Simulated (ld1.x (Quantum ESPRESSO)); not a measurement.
chromium (Cr): TM pseudisation with PBEsol, scalar-relativistic reference atom.

| Property | Result |
| --- | --- |
| Element | Cr (Z = 24) |
| Generator | ld1.x (Quantum ESPRESSO) 7.5 |
| Type | norm-conserving Troullier–Martins (Kleinman–Bylander form) |
| Functional | PBEsol |
| Relativity | scalar-relativistic |
| Frozen core | [Ar] |
| Valence charge | 6 |
| Reference configuration | 3d5 4s0 4p0 (charge +1) |
| Partial waves | 4s (bound, empty): rc 2.85 bohr; 4p (bound, empty): rc 3.60 bohr; 3d (bound): rc 1.80 bohr |
| Local potential | the d channel |
| Core correction | Bessel-smoothed model core inside 1.62 bohr |

- Cutoffs needed: 70 Ry and 90 Ry (the cutoffs (Ry, on a coarse ladder) from which the occupation-weighted sum of valence levels, in a spherical-Bessel basis at the reference potential, stays within 10 and 1 mRy of its value at 400 Ry)
- Ghost test: ghost states, extra bound levels that the all-electron valence spectrum of the same l lacks: s at -135.0 eV, p at -49.4 eV; a true bound ghost makes a file unfit for plane-wave use (spherical-Bessel basis up to 400 Ry, 20 bohr box)
- Configuration tests: 1 of 7 tests not solved or not reliable; not counted: 3d6 4s0 4p0 (pseudo-atom not self-consistent, printed error -145 eV)
